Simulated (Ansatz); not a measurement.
Total energies of `CCCCCCCCCC[S][Cu]` from Ansatz at PBE-D4/def2-SVP, gas phase (1 Eh = 27.2114 eV = 2625.5 kJ/mol). The reference geometry is relaxed at r2SCAN-D4/def2-SVP.

Cartesian coordinates in Å:
```
C 4.369 1.291 -3.452
C 3.025 0.674 -3.084
C 2.536 1.075 -1.694
C 1.192 0.459 -1.316
C 0.709 0.844 0.080
C -0.637 0.228 0.452
C -1.095 0.581 1.866
C -2.493 0.076 2.227
C -2.634 -1.445 2.208
C -4.013 -1.935 2.635
S -4.178 -3.763 2.709
Cu -3.142 -4.229 0.933
H 4.698 0.984 -4.457
H 4.318 2.393 -3.441
H 5.154 0.992 -2.738
H 2.264 0.962 -3.832
H 3.094 -0.429 -3.137
H 3.296 0.787 -0.942
H 2.463 2.178 -1.636
H 0.430 0.756 -2.062
H 1.265 -0.644 -1.385
H 0.641 1.946 0.154
H 1.468 0.541 0.826
H -0.569 -0.870 0.341
H -1.405 0.558 -0.275
H -1.069 1.680 1.984
H -0.363 0.183 2.594
H -3.234 0.521 1.535
H -2.759 0.444 3.234
H -2.440 -1.836 1.186
H -1.869 -1.911 2.857
H -4.235 -1.578 3.657
H -4.790 -1.514 1.973
```

| state | geometry | energy (Eh) |
| --- | --- | --- |
| charge 0 singlet | reference | -2430.84221 |
| charge 1 doublet | reference | -2430.57248 |
| charge 1 doublet | relaxed at r2SCAN-D4/def2-SVP | -2430.57386 |
| charge -1 doublet | reference | -2430.85768 |
| free C atom (triplet) | – | -37.75124 |
| free S atom (triplet) | – | -397.80063 |
| free Cu atom (doublet) | – | -1639.97485 |
| free H atom (doublet) | – | -0.49863 |

Problem. Work out the vertical ionisation energy to the doublet.

Solution. E(charge 1 doublet) − E(charge 0 singlet) = -2430.57248 − (-2430.84221) = 0.26973 Eh = 7.34 eV. For comparison, −ε of the highest occupied level is 4.24 eV at this level, 3.10 eV less.

Problem. Work out the vertical electron affinity, to the doublet.

Solution. E(charge 0 singlet) − E(charge -1 doublet) = -2430.84221 − (-2430.85768) = 0.01547 Eh = 0.42 eV. The basis lacks diffuse functions, which makes affinities too small.

Problem. Give the fundamental gap IE − EA, the Mulliken electronegativity (IE + EA)/2 and the hardness (IE − EA)/2.

Solution. From the values in Eh: IE − EA = 0.26973 − 0.01547 = 0.25426 Eh = 6.92 eV; (IE + EA)/2 = 3.88 eV; (IE − EA)/2 = 3.46 eV. The HOMO–LUMO gap of the same run is 1.46 eV, 5.46 eV smaller than the fundamental gap.

Problem. How much does the charge 1 doublet relax, and what is the adiabatic ionisation energy?

Solution. Relaxation: -2430.57248 − (-2430.57386) = 0.00138 Eh = 0.04 eV. Adiabatic ionisation energy: 0.26835 Eh = 7.30 eV, without zero-point energy. 

Problem. What is the binding energy per atom against free atoms?

Solution. Atoms: 10 × (-37.75124) + 1 × (-397.80063) + 1 × (-1639.97485) + 21 × (-0.49863) = -2425.75911 Eh. Binding: -2425.75911 − (-2430.84221) = 5.08310 Eh = 138.32 eV, or 4.19 eV for each of 33 atoms (no zero-point energy, no counterpoise term).

At PBE-D4/def2-SVP the gap within one spin of the charge 1 doublet nearly closes, so an electron or hole may be smeared out by delocalisation error. At PBE-D4/def2-SVP the gap within one spin of the relaxed charge 1 doublet nearly closes, so an electron or hole may be smeared out by delocalisation error. At PBE-D4/def2-SVP the highest occupied level of the charge -1 doublet lies above zero (up to 1.96 eV). By energy differences its removal costs 0.42 eV (vertical, to the charge 0 singlet, at PBE-D4/def2-SVP); self-interaction error and the lack of diffuse functions both raise the level.
